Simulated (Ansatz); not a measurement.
`NC(=O)[SiH3]` + `Cc1nccs1` → `C[SiH2]C(N)=O` + `c1cscn1`  (formal exchange of groups at the Si–H bond)

Calculated with Ansatz (gas phase, PBE0-D4/def2-TZVP geometries, no zero-point term in ΔE). CBS: MP2 limit from def2 TZ/QZ plus the TZ coupled-cluster correction, frozen cores. DFT in def2-TZVPP. Each species was taken in one conformer, which may not be the lowest.

```json
{"level": "r2SCAN0-D4", "ΔE (kJ/mol)": "-28.5"}
{"level": "HF/def2-SVP", "ΔE (kJ/mol)": "-14.9"}
```

Q: What does CCSD(T)/CBS give? (An estimate is asked.)

A: The calculation gave: -27.6 kJ/mol. The listed levels differ from it by -0.9, 12.7 kJ/mol.

Largest T1 diagnostic among the species: 0.016.

At CCSD(T), def2-SVP lies +15.4 kJ/mol from the extrapolated value and def2-TZVPP +0.8 kJ/mol. In def2-TZVPP, CCSD(T) changes the Hartree–Fock value by −4.0 kJ/mol (the triples alone add +0.1 kJ/mol) and MP2 by −4.5 kJ/mol. Leaving LDA and LC-ωPBE aside and taking each functional with its dispersion term where it has one, the values, not all of them listed here, spread over 5.2 kJ/mol, from ωB97M-V to revPBE-D4. LDA lies +3.8 kJ/mol from PBE without D4.
